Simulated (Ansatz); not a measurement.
```yaml
crystal:
  periodic: [false, false, false]
  atoms:
    - {symbol: S, position_ang: [-0.877611, 1.109712, -1.706179]}
    - {symbol: C, position_ang: [-0.265174, 0.215623, -0.374351]}
    - {symbol: N, position_ang: [-0.810526, -0.559311, 0.489540]}
    - {symbol: Si, position_ang: [0.942681, -0.412544, 0.771104]}
    - {symbol: H, position_ang: [-2.163940, 0.728052, -1.555777]}
    - {symbol: h, position_ang: [1.416776, 0.397885, 1.910364]}
    - {symbol: H, position_ang: [1.818994, -1.547417, 0.419501]}
basis:
  gaussian: {orbitals: def2-TZVPD}
total_charge: 1
magnetization: {spin_polarized: true, initial_magnetization: 1}
hamiltonian: {xc: {name: SVWN5}}
output: {forces: true}
```

```sh
$ ansatz run in.yaml --threads 2 --pin off --events-out ev --progress --plain --max-ram 4352MiB
```

It prints (some lines left out):

```
Error: YAML parse error: error: line 9 column 16: `h` is not an element symbol (H … Og, case-exact)
 7 |     - {symbol: Si, position_ang: [0.942681, -0.412544, 0.771104]}
 8 |     - {symbol: H, position_ang: [-2.163940, 0.728052, -1.555777]}
 9 |     - {symbol: h, position_ang: [1.416776, 0.397885, 1.910364]}
10 |     - {symbol: H, position_ang: [1.818994, -1.547417, 0.419501]}
11 | basis:
```

In this input an element symbol is wrong. The input was rejected before any iteration.
